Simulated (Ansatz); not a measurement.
Start from `NC[O][SbH2]` and change one atom or group to get `NC[O][InH2]`.

Ansatz, PBE0-D4/def2-TZVP geometries, multiplicity 1. Each molecule was computed in one conformer, which needn't be the lowest.

Elements past krypton have def2 core potentials.

```tsv
property	`NC[O][SbH2]`
HOMO energy (PBE0/def2-TZVPP) / eV	-6.69
HOMO energy (B3LYP/def2-TZVPP) / eV	-6.52
size of the dipole moment (B3LYP/def2-TZVPP) / D	2.69
HOMO energy (ωB97M-V/def2-TZVPP) / eV	-8.84
HOMO–LUMO gap (PBE0/def2-TZVPP) / eV	6.09
HOMO energy (PBE/def2-TZVPP) / eV	-5.48
```

Question: Give the same properties after the change, and the shifts. (Best estimate.)

Answer: Ansatz gave: 
```json
{"property": "HOMO energy (PBE0/def2-TZVPP) / eV", "`NC[O][InH2]`": "-6.95", "shift": "-0.26"}
{"property": "HOMO energy (B3LYP/def2-TZVPP) / eV", "`NC[O][InH2]`": "-6.72", "shift": "-0.20"}
{"property": "size of the dipole moment (B3LYP/def2-TZVPP) / D", "`NC[O][InH2]`": "1.94", "shift": "-0.75"}
{"property": "HOMO energy (ωB97M-V/def2-TZVPP) / eV", "`NC[O][InH2]`": "-9.33", "shift": "-0.49"}
{"property": "HOMO–LUMO gap (PBE0/def2-TZVPP) / eV", "`NC[O][InH2]`": "5.35", "shift": "-0.74"}
{"property": "HOMO energy (PBE/def2-TZVPP) / eV", "`NC[O][InH2]`": "-5.55", "shift": "-0.07"}
```

With PBE0 the HOMO falls by 0.26 eV and the LUMO falls by 0.99 eV, so the gap narrows by about 0.73 eV. PBE moves the HOMO by -0.07 eV and ωB97M-V by -0.49 eV. Dipoles are sizes alone; their direction can turn.

B3LYP here is the variant with VWN-RPA as its local correlation; programs differ in this.

Spin–orbit coupling is left out; it splits and shifts lone-pair levels of the heavy atoms by tenths of an eV.
